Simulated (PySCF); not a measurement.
An excited-state job on `Nc1cccc(Br)c1`.

Method: TDDFT PBE0/def2-SVPD, vertical, gas phase, core orbitals frozen in the response (PySCF 2.14.0, density-fitted response routines). Geometry: GFN2-xTB. A driver script takes a list of jobs; this job's settings line and coordinates (Å) are shown.

Input:
```
{"job": {"kind": "uv", "xc": "PBE0", "basis": "def2-SVPD", "nstates": 8, "ntriplets": 3}, "charge": 0, "multiplicity": 1}
N      2.270658    -0.360791     0.304616
C      0.933871    -0.119844     0.103497
C      0.473595     1.166765    -0.189421
C     -0.877367     1.414976    -0.321132
C     -1.806700     0.398619    -0.168009
C     -1.342963    -0.872728     0.118421
Br    -2.595774    -2.299488     0.323162
C      0.001950    -1.148514     0.254724
H      2.918917     0.319036    -0.055353
H      2.579342    -1.317446     0.262671
H      1.188818     1.966709    -0.311934
H     -1.218598     2.413184    -0.550227
H     -2.862618     0.589609    -0.270673
H      0.336192    -2.150560     0.477491
```

Task: What does the run print?

Result: 
```
coarse grid: 58368 points
cycle   1  E = -2859.9881367539  dE =  3.161e-01  |g| = 4.012e-01  |ddm| = 1.294e+01
cycle   2  E = -2859.9802918666  dE =  7.845e-03  |g| = 4.436e-01  |ddm| = 2.842e+00
cycle   3  E = -2860.0282159882  dE = -4.792e-02  |g| = 7.548e-02  |ddm| = 1.419e+00
cycle   4  E = -2860.0294304241  dE = -1.214e-03  |g| = 4.181e-02  |ddm| = 3.602e-01
cycle   5  E = -2860.0299022776  dE = -4.719e-04  |g| = 7.921e-03  |ddm| = 1.559e-01
cycle   6  E = -2860.0299194471  dE = -1.717e-05  |g| = 3.415e-03  |ddm| = 3.232e-02
cycle   7  E = -2860.0299214721  dE = -2.025e-06  |g| = 9.653e-04  |ddm| = 1.108e-02
final grid: 123552 points
cycle   8  E = -2860.0299211149  dE =  5.886e-07  |g| = 1.785e-03  |ddm| = 2.026e-02
cycle   9  E = -2860.0299186863  dE =  2.429e-06  |g| = 3.424e-03  |ddm| = 1.602e-02
cycle  10  E = -2860.0299220079  dE = -3.322e-06  |g| = 1.589e-04  |ddm| = 1.039e-02
cycle  11  E = -2860.0299220129  dE = -4.988e-09  |g| = 2.783e-05  |ddm| = 3.886e-04
cycle  12  E = -2860.0299220131  dE = -2.137e-10  |g| = 6.802e-06  |ddm| = 1.173e-04
converged SCF energy = -2860.0299220131

Static polarisability (au): isotropic 101.230, principal 60.755 106.507 136.428

Singlet excitations
state   eV       nm        f      main configurations
  1   4.7391    261.6   0.04873   H->L 0.88
  2   5.0782    244.1   0.00066   H->L+1 0.50, H->L+2 0.47
  3   5.5244    224.4   0.07312   H->L+2 0.36, H->L+1 0.34, H-1->L 0.20
  4   5.6682    218.7   0.00336   H-1->L+1 0.37, H-1->L+2 0.36, H->L+3 0.20
  5   5.7028    217.4   0.00322   H->L+3 0.68, H-1->L+2 0.12, H-1->L+1 0.11
  6   6.1194    202.6   0.26356   H-1->L 0.60, H->L+1 0.10, H->L+2 0.09
  7   6.2980    196.9   0.39972   H-1->L+2 0.34, H-1->L+1 0.34
  8   6.3925    194.0   0.06140   H->L+4 0.65, H->L+5 0.20

Triplet excitations (Tamm-Dancoff, eV): 3.8386 3.9023 4.4642
```

The SCF starts on a coarse grid where the log names one; the energy can jump when the final grid takes over, and dE then counts from the start density on the new grid. H and L stand for HOMO and LUMO; the number after each pair is its weight.

Task: How does the lowest singlet excitation compare with the HOMO–LUMO gap?

Result: HOMO -6.23 eV and LUMO -0.47 eV give a gap of 5.76 eV; S1 at 4.74 eV lies 1.02 eV below it.

Task: Give S1 in cm⁻¹ and kJ/mol.

Result: 4.7391 eV × 8065.54 = 38223 cm⁻¹; × 96.485 = 457.3 kJ/mol.

In short: HOMO -6.23 eV, LUMO -0.47 eV; lowest singlet 4.74 eV; lowest triplet 3.84 eV (Tamm–Dancoff); mean polarisability 101.2 au.

 The PBE0/def2-SVPD calculation is non-relativistic and has no spin–orbit coupling, an omission that weighs most on bromine.

Task: Estimate the wall time. Hardware: Arm Neoverse V1, one thread, on a shared host.

Result: About 65 s.
Labels such as C1 count atoms from 1, the log's own numbers from 0.
